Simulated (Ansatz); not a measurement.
`CC(Cl)Br`, relaxed with RKS PBE0-D4/def2-TZVP in Ansatz from a PBE-D4/def2-SVP geometry. The force threshold is 0.005 eV/Å; the program also tests the step.

The species carries charge 0 and has multiplicity 1.

Start:

```xyz
8

C    -0.412   -0.686   -0.258
C     0.376    0.468    0.323
Cl   -0.705    1.652    1.129
Br    1.459    1.347   -1.077
H    -1.127   -0.325   -1.023
H     0.275   -1.419   -0.725
H    -0.980   -1.187    0.551
H     1.114    0.150    1.080
```

**Question.** By how much does the energy fall, and how many steps does the optimiser take? (Estimate.)

**Answer.** The calculation gave: 0.83 kcal/mol, in 5 steps.

**Question.** Which bonds change most? (An estimate is asked.)

**Answer.** Ansatz gave: C2–Br4 from 1.975 to 1.948 Å; C2–Cl3 from 1.794 to 1.770 Å; C2–H8 from 1.104 to 1.086 Å; C1–H5 from 1.107 to 1.090 Å.

**Question.** Give the relaxed structure. (An estimate is asked.)

**Answer.** The calculation gave: 
```xyz
8

C    -0.409   -0.681   -0.256
C     0.374    0.465    0.321
Cl   -0.690    1.635    1.115
Br    1.437    1.333   -1.062
H    -1.111   -0.325   -1.011
H     0.270   -1.401   -0.714
H    -0.969   -1.174    0.541
H     1.098    0.148    1.066
```
